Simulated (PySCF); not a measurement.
A small calculation by hand: oscillator strength and radiative lifetime

B(CCH)(H)(Me) (C₃H₅B), SMILES C#CBC.

Coordinates come from a PBE-D3(BJ)/def2-SVP optimisation.

TDA-CAM-B3LYP/def2-SVPD (PySCF) puts the first singlet state with f over 0.02 at 5.63 eV (vertical), with the transition dipole (-0.489, 0.293, -0.430) in atomic units.

**Question.** Find the oscillator strength, the wavelength and the radiative lifetime that this transition would have in vacuum if emission retraced absorption.

**Answer.** 
|μ|² = 0.5099 au, so |μ| = 1.81 D. ΔE = 5.63/27.211 = 0.2069 hartree. f = (2/3) ΔE |μ|² = 0.070 (the program prints 0.070).
λ = 1239.84/5.63 = 220 nm; ν = 45409 cm⁻¹.
Einstein's coefficient A = 0.6670 ν² f s⁻¹ (ν in cm⁻¹) = 9.7e7 s⁻¹, so τ = 1/A = 10 ns. This state is S2; the lower singlet has f = 0.000. The figure is the radiative limit of this one transition; relaxation, internal conversion, crossing to triplets and a medium change what is measured.
